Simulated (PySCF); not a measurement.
## State search for AuF

Unrestricted PBE0; basis Au def2-TZVPP with ECP60, F def2-TZVPP; scalar-relativistic core potentials; PySCF 2.14. Outer shells of the fragments: Au 5d10 6s1; F 2s2 2p5.

Followed along the bond (rough minima from three points):

```json
{"2Ms+1": "1", "unpaired": "none", "⟨S²⟩ at the start": "0.00", "R at minimum (Å)": "1.94", "Te (eV)": "0.00"}
{"2Ms+1": "3", "unpaired": "σ ↑↑", "⟨S²⟩ at the start": "2.00", "R at minimum (Å)": "2.02", "Te (eV)": "1.76"}
```

Solutions found at the starting distance of 1.840 Å, counted from the lowest of them; the search is not exhaustive and high or unbound solutions are not listed, so other states can lie among these:

```tsv
2Ms+1	unpaired	term	E (eV)	⟨S²⟩	⟨Lz²⟩	μ (D)
1	none	¹Σ⁺	0.00	0.00	0.00	-3.86
3	σ ↑↑	³Σ⁺	1.96	2.00	0.00	-1.59
3	σ ↑, π ↑	³Π	2.23	2.01	1.01	-1.00
1	σ ↑, π ↓	mixed	2.55	1.01	1.01	-0.85
3	σ ↑, δ ↑	³Δ	3.43	2.00	4.00	-2.14
1	σ ↑, δ ↓	mixed	3.53	1.01	4.00	-2.00
3	σ ↑, π ↑	³Π	6.62	2.00	1.05	-2.19
5	σ ↑↑, π ↑↑	mixed	9.29	6.01	2.01	0.58
5	σ ↑↑, π ↑↑	mixed	9.36	6.01	2.23	0.60
```

A term symbol is given only where ⟨S²⟩ and ⟨Lz²⟩ are close to those of a pure state; real π, δ and φ orbitals otherwise mix terms. A positive dipole means Au(−)F(+).

Q: Compare the gap between the two lowest followed solutions at the starting distance with the gap between their minima.

A: At PBE0 the second solution (triplet, unpaired electrons σ ↑↑) lies +1.96 eV from the first (singlet, closed shell) at 1.840 Å and +1.76 eV at the minima; the two curves relax by different amounts, since their minima lie near 2.02 and 1.94 Å.

Spin–orbit coupling is left out. Counting both spins, an empty level lies below a filled one in some of these solutions, because spin and occupation are held.
